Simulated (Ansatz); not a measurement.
Start from `CC(F)[SiH2]N` and change one atom or group to get `CC(F)[BH][AlH2]`.

Ansatz, PBE0-D4/def2-TZVP geometries, multiplicity 1. Each molecule was computed in one conformer, which needn't be the lowest. `CC(F)[BH][AlH2]` holds a close contact that its SMILES doesn't draw: Al···F 2.07 Å.

```json
{"property": "LUMO energy (B3LYP/def2-TZVPP) / eV", "`CC(F)[SiH2]N`": "0.06"}
{"property": "LUMO energy (PBE0/def2-TZVPP) / eV", "`CC(F)[SiH2]N`": "0.35"}
{"property": "HOMO energy (PBE/def2-TZVPP) / eV", "`CC(F)[SiH2]N`": "-5.91"}
{"property": "size of the dipole moment (ωB97M-V/def2-TZVPP) / D", "`CC(F)[SiH2]N`": "2.88"}
{"property": "size of the dipole moment (B3LYP/def2-TZVPP) / D", "`CC(F)[SiH2]N`": "2.87"}
{"property": "HOMO energy (PBE0/def2-TZVPP) / eV", "`CC(F)[SiH2]N`": "-7.32"}
```

What does the change do to each property? (An estimate is asked.)

The calculation gave: 
```json
{"property": "LUMO energy (B3LYP/def2-TZVPP) / eV", "`CC(F)[BH][AlH2]`": "-2.27", "shift": "-2.33"}
{"property": "LUMO energy (PBE0/def2-TZVPP) / eV", "`CC(F)[BH][AlH2]`": "-2.09", "shift": "-2.44"}
{"property": "HOMO energy (PBE/def2-TZVPP) / eV", "`CC(F)[BH][AlH2]`": "-5.71", "shift": "0.20"}
{"property": "size of the dipole moment (ωB97M-V/def2-TZVPP) / D", "`CC(F)[BH][AlH2]`": "3.67", "shift": "0.79"}
{"property": "size of the dipole moment (B3LYP/def2-TZVPP) / D", "`CC(F)[BH][AlH2]`": "3.62", "shift": "0.75"}
{"property": "HOMO energy (PBE0/def2-TZVPP) / eV", "`CC(F)[BH][AlH2]`": "-6.86", "shift": "0.46"}
```

With PBE0 the HOMO rises by 0.46 eV and the LUMO falls by 2.44 eV, so the gap narrows by about 2.90 eV. PBE moves the HOMO by 0.20 eV and ωB97M-V by 0.65 eV. Dipoles are sizes alone; their direction can turn.

B3LYP here is the variant with VWN-RPA as its local correlation; programs differ in this.
